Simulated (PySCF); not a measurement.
Compound: C7H7O (doublet state).
Structure used (GFN2-xTB), in Å, numbered top down from 1:
```
atom  x, y, z in Å
C1    -0.0984    2.1801    0.5036
C2    -0.2141    1.0122    0.2074
C3    -0.3724   -0.3230   -0.1340
C4     0.7139   -1.2264   -0.1677
C5     1.9731   -0.9167    0.1056
C6     3.2041   -0.6315    0.3646
O7    -1.5978   -0.8450   -0.4583
C8    -2.6852    0.0405   -0.4336
H9     0.0313    3.1869    0.7651
H10    0.4669   -2.2448   -0.4417
H11    3.6165   -0.7051    1.3617
H12    3.8936   -0.3024   -0.4010
H13   -3.5594   -0.5439   -0.7160
H14   -2.8310    0.4643    0.5660
H15   -2.5456    0.8627   -1.1438
```

The hyperfine couplings belong to this conformer and change with its torsions.

The species is `C#C/C(=C\[C]=C)OC` [radical].

The calculation used UKS B3LYP, pcH-1 on C H O, non-relativistic, mean-field spin-orbit, GIAO (PySCF 2.14.0). The structure is a single GFN2-xTB conformer in the gas phase; no vibrational or solvent corrections. Couplings are sensitive to structure, and on GFN2-xTB geometries they can be far from those on DFT ones. Stability of the SCF solution: not tested. ⟨S²⟩ is 0.774 where a pure state has 0.75.

(1) Break the g tensor into its mass correction, gauge correction and orbital-Zeeman/spin–orbit terms.

(2) What effective moment and Curie constant follow for a powder?

(3) At 9.577 GHz, how far is the centre of the isotropic spectrum from where a free electron (g = 2.002319) resonates?

(4) In a frozen sample, at which fields do the three g values resonate at 9.5, 34, 94 and 263 GHz (hyperfine left aside), and which band first spreads them over more than twice a line width of 0.5 mT?

## Answers

(1) 
| Δg (ppm) | 1 | 2 | 3 |
| --- | --- | --- | --- |
| relativistic mass correction | -179 | -179 | -179 |
| gauge correction | -5 | 43 | 38 |
| orbital Zeeman/spin–orbit | -21 | 542 | 1784 |
| total | -205 | 407 | 1642 |

So g = 2.00211, 2.00273, 2.00396 and g_iso = 2.00293; the tensor is rhombic: the two nearest values differ by 33 % of g3 − g1. Axes: g2 points within 8° of the C3–O7 bond.

(2) With the mean of g² = 4.0117 and S(S+1) = 0.75: μ_eff = √(⟨g²⟩S(S+1)) = 1.735 μB and χT = 0.12505·⟨g²⟩·S(S+1) = 0.376 cm³ K/mol (cgs; spin-Hamiltonian part alone).

(3) B = hν/(g μB) with μB/h = 13.99624 MHz/mT gives 341.73 mT for the free electron and 341.63 mT at g_iso, 0.10 mT lower.

(4) 
```tsv
band	GHz	B(g3) mT	B(g2) mT	B(g1) mT	spread mT
X	9.5	338.71	338.91	339.02	0.31
Q	34.0	1212.21	1212.96	1213.33	1.12
W	94.0	3351.41	3353.47	3354.50	3.09
J	263.0	9376.80	9382.59	9385.46	8.65
```

The spread grows in proportion to the frequency. Q band is the first where it exceeds 1.0 mT.

The Mulliken spin populations are largest on C3 (+0.52), C5 (+0.40), C1 (+0.37) and C4 (-0.20). Three atoms exceed +0.15. The positive populations add up to 1.47 and the negative ones to -0.47, together 2S = 1. The angles at C3 add up to 360.0°, so it is planar.

The HOMO–LUMO gaps are 4.58 eV among the α and 5.18 eV among the β orbitals.

Time: 99 s of wall time (grids of density and orbitals included); peak memory 0.97 GiB. Hardware: AMD EPYC, one thread, shared host with 64 logical CPUs at a one-minute load of 59.

The SMILES draws the unpaired electron on C5; the largest computed Mulliken spin population is on C3 (0.52 against 0.40).
